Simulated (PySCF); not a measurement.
Si(H)2(Br)(OMe) (CH₅BrOSi), SMILES [SiH2](OC)Br. Atoms are numbered in the order given.

```xyz
9

Si     0.3823    -0.2018     1.0693
Br     0.6807     0.2654    -1.0928
O     -1.1421    -0.7691     1.3321
C     -2.3308    -0.0716     1.0629
H      1.3165    -1.2830     1.4576
H      0.6268     1.0692     1.8080
H     -2.3793     0.8854     1.6131
H     -3.1792    -0.6948     1.3802
H     -2.4382     0.1416    -0.0147
```
Charge 0, spin multiplicity 1.

Coordinates come from a PBE0-D3(BJ)/def2-SVP optimisation. Other conformers were not sampled.

Computed with PBE0/pcSseg-1 in PySCF.

GIAO shieldings, no solvent; atoms listed in one row are averaged. δ = σ(ref) − σ: ²⁹Si against TMS (σ = 352.7 ppm); ¹⁷O against H2O (σ = 334.2 ppm); ¹³C against TMS (σ = 186.3 ppm); ¹H against TMS (σ = 31.56 ppm), references at their B3LYP-D3(BJ)/def2-TZVP geometries, non-relativistic (without spin–orbit terms, shifts of atoms bonded to Cl or Br come out too high).

Computed chemical shifts:
```csv
nucleus,atoms,count,δ (ppm)
²⁹Si,Si1,1,-5.6
¹⁷O,O3,1,35.1
¹³C,C4,1,54.5
¹H,H6,1,5.90
¹H,H5,1,5.74
¹H,"H7, H8, H9",3,3.98
```
